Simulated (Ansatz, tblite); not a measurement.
Isomers of K₅⁺ (singlet), found by a short tight-binding search and relaxed with PBE/def2-SVP in Ansatz.

The xTB rows come from tblite. Correlated methods freeze 25 core orbitals; core or outer-core shells of K are correlated, in sets that lack core-valence functions.

Run but left out: HF/STO-3G, BHLYP/def2-TZVP, B2PLYP/def2-TZVP (A: restricted singlet, unstable in another Hartree–Fock run and untested here); HF/def2-TZVP, HF/def2-TZVPP (A: restricted singlet, unstable towards broken spin symmetry).

A: The restricted singlet is unstable towards broken spin symmetry in Hartree–Fock (as tested in another run); at PBE/def2-SVP, PBE/def2-TZVP, revPBE/def2-TZVP, r2SCAN/def2-TZVP and others this wasn't settled. At MP2/def2-TZVP, CCSD(T)/def2-TZVPP the restricted singlet (for correlated methods, its reference) is unstable: a solution with broken spin symmetry lies lower. B: The restricted singlet is unstable towards broken spin symmetry in Hartree–Fock (as tested in another run); at PBE/def2-SVP, PBE/def2-TZVP, revPBE/def2-TZVP, r2SCAN/def2-TZVP and others this wasn't settled. At MP2/def2-TZVP, CCSD(T)/def2-TZVPP the restricted singlet (for correlated methods, its reference) is unstable: a solution with broken spin symmetry lies lower. C: The restricted singlet is unstable towards broken spin symmetry in Hartree–Fock (as tested in another run); at PBE/def2-SVP, PBE/def2-TZVP, revPBE/def2-TZVP, r2SCAN/def2-TZVP and others this wasn't settled. At MP2/def2-TZVP, CCSD(T)/def2-TZVPP the restricted singlet (for correlated methods, its reference) is unstable: a solution with broken spin symmetry lies lower. D: The restricted singlet is unstable towards broken spin symmetry in Hartree–Fock (as tested in another run); at PBE/def2-SVP, PBE/def2-TZVP, revPBE/def2-TZVP, r2SCAN/def2-TZVP and others this wasn't settled. At MP2/def2-TZVP, CCSD(T)/def2-TZVPP the restricted singlet (for correlated methods, its reference) is unstable: a solution with broken spin symmetry lies lower.

Other spin states weren't relaxed.

A:

Cartesian coordinates in Å:
```
K -0.185 0.064 -0.009
K -1.509 0.554 4.346
K 2.285 2.013 3.275
K 1.045 -2.846 -3.272
K -1.636 0.215 -4.340
```

B:

```xyz
5

K     0.244    4.615   -0.494
K     3.158   -3.044    1.296
K    -0.024    0.068    0.158
K    -2.485    2.438   -2.898
K    -0.893   -4.077    1.937
```

C:

```xyz
5

K    -2.5185    3.5962    1.0292
K     3.5203   -1.7246    0.9269
K    -3.9169   -0.2356    2.0327
K    -0.2820   -0.0040   -0.7175
K     3.1970   -1.6321   -3.2713
```

D:

```xyz
5

K     1.9987   -0.3024   -4.4019
K    -3.9489    2.1926    1.8066
K     3.5811   -1.8641   -0.8278
K    -1.2781   -0.3120    3.8840
K    -0.3529    0.2858   -0.4609
```

Q: Estimate which lies lowest at each level, and how far above it the others are (kcal/mol).

A: 
```tsv
level	A	B	C	D
GFN1-xTB	0.6	1.2	0.8	0.0
GFN2-xTB	0.3	1.2	0.0	1.0
PBE/def2-SVP	0.0	0.1	0.1	0.2
PBE/def2-TZVP	0.0	0.1	0.1	0.2
revPBE/def2-TZVP	0.1	0.0	0.2	0.3
r2SCAN/def2-TZVP	0.0	0.0	0.1	0.3
PBE0/def2-SVP	0.0	0.0	0.1	0.3
PBE0/def2-TZVP	0.0	0.0	0.1	0.3
MP2/def2-TZVP	0.0	0.1	0.2	0.5
MP2/def2-TZVPP	0.0	0.1	0.2	0.5
CCSD/def2-TZVPP	0.0	0.0	0.2	0.6
CCSD(T)/def2-TZVPP	0.0	0.0	0.2	0.5
```
Point groups (tolerance 0.1 Å): A C2, B not assigned, C not assigned, D not assigned. A and B have the same bonds, so they are conformers or stereoisomers. A and C have the same bonds, so they are conformers or stereoisomers. A and D have the same bonds, so they are conformers or stereoisomers. B and C have the same bonds, so they are conformers or stereoisomers. B and D have the same bonds, so they are conformers or stereoisomers. C and D have the same bonds, so they are conformers or stereoisomers. Lower isomers may exist.
